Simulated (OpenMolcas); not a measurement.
Computed levels of 3s² 3p³ in ions with 15 electrons, in cm-1 above ⁴S°_3/2.

```json
{
  "Program": "OpenMolcas 26.06",
  "Method": "SS-CASPT2, IPEA 0.25 Eh, imaginary shift 0.1 Eh",
  "Basis": "ANO-R2",
  "Scalar Hamiltonian": "X2C, finite nucleus",
  "Spin-orbit coupling": "RASSI with atomic mean-field integrals over the reference wave functions, term energies averaged over their components"
}
```

Active space for each ion: 5 electrons in 8 orbitals (3s 3p 4s 4p); closed shells correlated by CASPT2: 2s 2p.

| Level | S+ | Ar3+ |
| --- | --- | --- |
| ²D°_3/2 | 16060 | 22380 |
| ²D°_5/2 | 16090 | 22510 |
| ²P°_1/2 | 25790 | 36410 |
| ²P°_3/2 | 25820 | 36540 |

Estimate ²D°_3/2, ²D°_5/2 for Cl2+ from its neighbours S+ and Ar3+.

²D°_3/2 is another term, which grows about linearly with the charge: (16060 + 22380) / 2 = 19220. The calculation gives 19340, so the estimate is off by -0.6 %; the measured value is 18053 (Moore, Atomic Energy Levels, vol. I, NSRDS-NBS 35 (1971 reprint of NBS Circular 467, 1949)).
²D°_5/2 is another term, which grows about linearly with the charge: (16090 + 22510) / 2 = 19300. The calculation gives 19410, so the estimate is off by -0.6 %; the measured value is 18120 (Moore, Atomic Energy Levels, vol. I, NSRDS-NBS 35 (1971 reprint of NBS Circular 467, 1949)).

Term energies are means over components that CASPT2 splits; among the terms shown or strongly mixed into the levels shown the widest spread is 120 cm-1 (3s² 3p³ ²D°, Cl2+). Over all roots computed the reference weight is 0.84 to 0.96 in S+, 0.85 to 0.96 in Cl2+, 0.86 to 0.96 in Ar3+; the roots of lowest weight are the least certain, and an intruder state may touch them. The run also gave levels led by 3s² 3p² 4p, which use shells meant for correlation; these and all levels above them are left out (holds for S+). Active for correlation alone: 4p 4s; no level in the range computed is led by a configuration that fills them, so any true level of that kind is missing (holds for Cl2+; Ar3+). Computed and measured levels are paired by configuration, term and J; levels that our copy of the source lacks, or whose pairing is in doubt (as where it misses far off the trend of its configuration), stay unpaired and out of the deviations. Levels of configurations outside the active space are missing.

° marks odd parity.
